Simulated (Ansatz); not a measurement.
Reactions of F₂H₄OSSi₂ (`F[SiH](F)O[SiH2]S`).

Isolated molecules relaxed with PBE0-D4/def2-TZVP in Ansatz; ΔE leaves out vibrations. CCSD(T)/CBS adds triple-zeta CCSD(T) − MP2 to the extrapolated MP2 energy (def2 sets, frozen cores). This one scheme is used for every species. Functionals use def2-TZVPP. Open shells (•) are unrestricted, without spin–orbit coupling. For Ge outer-core shells are correlated without core-valence functions, which leaves a few kJ/mol of doubt a bond. Scalar relativity is left out up to krypton. Each species was taken in one conformer, which may not be the lowest.

```csv
reaction,PBE0-D4 (kJ/mol),ωB97M-V (kJ/mol),PBE-D4 (kJ/mol),ωB97X-V (kJ/mol)
`F[SiH](F)O[SiH2]S` + `N[SiH3]` → `[SiH3]N[SiH2]S` + `O[SiH](F)F`,40,43,37,44
`F[SiH](F)O[SiH2]S` → `F[Si]F` + `O[SiH2]S`,277,264,252,282
`F[SiH](F)O[SiH2]S` + `[SH][GeH3]` → `F[SiH](F)[S][GeH3]` + `O[SiH2]S`,53,61,46,62
`F[SiH](F)O[SiH2]S` + `S[SiH2]Cl` → `F[SiH](F)S[SiH2]Cl` + `O[SiH2]S`,59,67,51,68
`F[SiH](F)O[SiH2]S` + CH₄ → `C[SiH](F)F` + `O[SiH2]S`,120,125,114,125
`F[SiH](F)O[SiH2]S` + `O[CH2][GeH3]` → `O[SiH2]O[SiH](F)F` + `S[CH2][GeH3]`,-90,-97,-86,-94
`F[SiH](F)O[SiH2]S` + `C=C` → `C=C[SiH2]O[SiH](F)F` + H₂S,57,55,56,55
`F[SiH](F)O[SiH2]S` → `[SH]`• + `F[SiH](F)O[SiH2]`•,391,406,392,401
`F[SiH](F)O[SiH2]S` + `N[SiH2]F` → `F[SiH2]N[SiH](F)F` + `O[SiH2]S`,52,54,48,55
`F[SiH](F)O[SiH2]S` + H–F → `F[SiH2]O[SiH](F)F` + H₂S,-76,-89,-74,-89
```

(1) Give the CCSD(T)/CBS values in the same order. (Best estimate.)

Largest T1 diagnostic: 0.015, for `F[Si]F`.

## Answers

(1) Ansatz gave: 43, 281, 64, 71, 129, -103, 56, 404, 56, -86 kJ/mol.
